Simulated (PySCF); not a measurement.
Ag2, SMILES [Ag][Ag], multiplicity 1. Atoms are numbered in the order given.

```xyz
2

Ag     0.0000     0.0000    -1.2882
Ag     0.0000     0.0000     1.2882
```

Geometry optimised at PBE0-D3(BJ)/def2-TZVPD. The multiplicity is an assumed one; other spin states were not compared. The def2 effective core potentials stand for the cores of Ag; spin–orbit coupling is left out.

Calculation: TDA-PBE/def2-TZVPD (PySCF 2.14.0).

Vertical excitations; the highest root listed may be one member of a degenerate set. Gas-phase values at a fixed geometry. State labels are in the subgroup D2h.

Question: Give excitation energies, oscillator strengths and character. (An estimate is asked for; the answer gives what the named calculation found.)

Answer: 
```json
[
 {"state": "S1", "symmetry": "B1u", "energy (eV)": "3.36", "λ (nm)": "368", "f": "0.536", "main pairs": "HOMO→LUMO 88 %"},
 {"state": "S2", "symmetry": "Ag", "energy (eV)": "3.62", "λ (nm)": "342", "f": "0.000", "main pairs": "HOMO−1→LUMO 99 %"},
 {"state": "S3", "symmetry": "B2u", "energy (eV)": "3.73", "λ (nm)": "332", "f": "0.003", "main pairs": "HOMO−2→LUMO (degenerate set)"},
 {"state": "S4", "symmetry": "B3u", "energy (eV)": "3.73", "λ (nm)": "332", "f": "0.003", "main pairs": "HOMO−3→LUMO (degenerate set)"},
 {"state": "S5", "symmetry": "B1g", "energy (eV)": "3.92", "λ (nm)": "317", "f": "0.000", "main pairs": "HOMO−4→LUMO (degenerate set)"},
 {"state": "S6", "symmetry": "Ag", "energy (eV)": "3.92", "λ (nm)": "317", "f": "0.000", "main pairs": "HOMO−5→LUMO (degenerate set)"},
 {"state": "S7", "symmetry": "Au", "energy (eV)": "4.10", "λ (nm)": "303", "f": "0.000", "main pairs": "HOMO−6→LUMO (degenerate set)"},
 {"state": "S8", "symmetry": "B1u", "energy (eV)": "4.10", "λ (nm)": "303", "f": "0.000", "main pairs": "HOMO−7→LUMO (degenerate set)"},
 {"state": "S9", "symmetry": "B2g", "energy (eV)": "4.64", "λ (nm)": "267", "f": "0.000", "main pairs": "HOMO−8→LUMO (degenerate set)"},
 {"state": "S10", "symmetry": "B3g", "energy (eV)": "4.64", "λ (nm)": "267", "f": "0.000", "main pairs": "HOMO−9→LUMO (degenerate set)"},
 {"state": "T1", "symmetry": "B1u", "energy (eV)": "1.75", "λ (nm)": "709", "f": "0", "main pairs": "HOMO→LUMO 100 %"},
 {"state": "T2", "symmetry": "Ag", "energy (eV)": "3.27", "λ (nm)": "379", "f": "0", "main pairs": "HOMO−1→LUMO 100 %"},
 {"state": "T3", "symmetry": "B3u", "energy (eV)": "3.41", "λ (nm)": "363", "f": "0", "main pairs": "HOMO−3→LUMO (degenerate set)"},
 {"state": "T4", "symmetry": "B2u", "energy (eV)": "3.41", "λ (nm)": "363", "f": "0", "main pairs": "HOMO−2→LUMO (degenerate set)"}
]
```
Triplets are in the Tamm–Dancoff approximation.
